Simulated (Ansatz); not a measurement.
Reaction (atomization): `O[SiH](O)N[Si](F)(F)F` → 3 F• + 4 H• + N• + 2 O• + 2 Si•

Computed with Ansatz on PBE0-D4/def2-TZVP structures; ΔE is electronic, products minus reactants. CCSD(T)/CBS is the MP2 limit (def2-TZVPP, def2-QZVPP) plus CCSD(T) − MP2 in def2-TZVPP, frozen cores. This one scheme is used for every species, atoms too. DFT in def2-TZVPP. Open shells (•) are unrestricted, without spin–orbit coupling. Spin–orbit coupling would lower the free atoms: a little for F, O, Si. One conformer a species, not always the lowest.

| level | ΔE (kJ/mol) | difference from CCSD(T)/CBS |
| --- | --- | --- |
| PBE0-D4 | 5032.5 | -115.0 |
| r2SCAN0-D4 | 4983.3 | -164.2 |
| CAM-B3LYP-D4 | 5135.8 | -11.7 |
| revPBE | 4907.0 | -240.5 |
| r2SCANh | 5047.8 | -99.7 |
| r2SCAN0 | 4973.8 | -173.7 |
| BHLYP | 4851.8 | -295.7 |
| CAM-B3LYP | 5107.9 | -39.6 |
| MP2/def2-SVP | 4810.9 | -336.6 |
| SCS-MP2/def2-QZVPP | 5204.8 | 57.3 |
| CCSD(T)/CBS | 5147.5 | 0 |

(1) What do rigid-rotor, harmonic-oscillator terms from PBE0-D4/def2-TZVP frequencies (298.15 K, 1 bar) make of the CCSD(T)/CBS value? (An estimate is asked.)

Largest T1 diagnostic among the species: 0.012.

## Answers

(1) Ansatz gave: ΔZPE = -170.1 kJ/mol, ΔH = +5022.1 kJ/mol, ΔS = 1329 J/(mol·K), ΔG = +4625.8 kJ/mol. Open shells count their whole term as degenerate. Modes under 50 cm⁻¹ make the entropy rough.

The D4 term adds +51.9 kJ/mol with B3LYP and +27.4 kJ/mol with PBE0; it sums over pairs of atoms, weighted by their polarisabilities, and B3LYP, whose exchange is more repulsive, gets the larger term. From BLYP to BHLYP (50 % exact exchange), in def2-TZVPP and without D4, ΔE moves by −169.8 kJ/mol: exact exchange takes away binding that semilocal exchange gives to molecules.

B3LYP here is the variant with VWN-RPA as its local correlation; programs differ in this.

For atomizations the MP2-based limit and the directly extrapolated one differ by several kJ/mol either way, and by 10 to 25 for some Ge, Se and Sn compounds, so smaller differences from it don't rank the levels.
